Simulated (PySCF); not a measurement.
**Deuteron quadrupole couplings in `C=C/C=P/CC(C)(C)C`**

C8H15P.
Geometry (GFN2-xTB, Å), atoms numbered from 1 in this order:
```xyz
24
C8H15P angstrom
C      4.8730    0.0265    0.5237
C      3.6739    0.3158    1.0339
C      2.4408    0.0277    0.3717
P      0.9443    0.4106    1.0498
C     -0.1745   -0.2258   -0.3077
C     -1.6680   -0.0398   -0.0210
C     -2.4694   -0.5990   -1.2006
C     -1.9806    1.4470    0.1470
C     -2.0468   -0.7935    1.2538
H      5.7862    0.2548    1.0450
H      4.9730   -0.4524   -0.4372
H      3.5991    0.7974    2.0011
H      2.5090   -0.4539   -0.5981
H      0.0435   -1.2886   -0.4492
H      0.0913    0.2969   -1.2314
H     -2.2616   -1.6582   -1.3385
H     -2.2148   -0.0768   -2.1206
H     -3.5359   -0.4798   -1.0239
H     -1.7317    1.9961   -0.7591
H     -3.0378    1.5926    0.3579
H     -1.4037    1.8637    0.9714
H     -1.4713   -0.4194    2.0994
H     -1.8453   -1.8575    1.1444
H     -3.1045   -0.6646    1.4728
```

Level: PBE0/pcSseg-1 (PySCF, non-relativistic); Q(2H) = 0.00286 b; rigid geometry, the same for H and D, with no vibrational averaging.

Question: Rank these positions by the coupling χzz of a deuteron there, largest first.
A. H11 (vinylic hydrogen)
B. H14 (methylene hydrogen)
C. H12 (vinylic hydrogen)

Answer: A (225 kHz), C (215 kHz), B (204 kHz).

Q: Tabulate Vzz, the asymmetry η and χzz = 234.96 MHz × Q × Vzz for every hydrogen position.

A: 
| atom | bonded to | bond length (Å) | Vzz (au) | η | χzz (kHz) |
| --- | --- | --- | --- | --- | --- |
| H10 | C1 | 1.076 | 0.3391 | 0.05 | 228 |
| H11 | C1 | 1.078 | 0.3345 | 0.06 | 225 |
| H12 | C2 | 1.083 | 0.3194 | 0.07 | 215 |
| H13 | C3 | 1.085 | 0.3213 | 0.05 | 216 |
| H14 | C5 | 1.094 | 0.3039 | 0.02 | 204 |
| H15 | C5 | 1.094 | 0.3040 | 0.02 | 204 |
| H16 | C7 | 1.088 | 0.3150 | 0.02 | 212 |
| H17 | C7 | 1.088 | 0.3150 | 0.02 | 212 |
| H18 | C7 | 1.088 | 0.3159 | 0.02 | 212 |
| H19 | C8 | 1.088 | 0.3146 | 0.02 | 211 |
| H20 | C8 | 1.088 | 0.3160 | 0.02 | 212 |
| H21 | C8 | 1.089 | 0.3092 | 0.03 | 208 |
| H22 | C9 | 1.089 | 0.3091 | 0.03 | 208 |
| H23 | C9 | 1.088 | 0.3146 | 0.02 | 211 |
| H24 | C9 | 1.088 | 0.3160 | 0.02 | 212 |

Q: How does χzz go with the bond length over the 15 C–H bonds?

A: A straight-line fit has a slope of -13.0 kHz for each 0.01 Å, with a correlation coefficient of -0.98, over lengths from 1.076 to 1.094 Å. The longer bonds have the smaller couplings here.

Isolated species at its GFN2-xTB geometry (one conformer only). GFN2-xTB bond lengths can be off by several hundredths of an ångström, more for odd bonds, and the gradients follow them. The small basis limits the accuracy of the gradients.
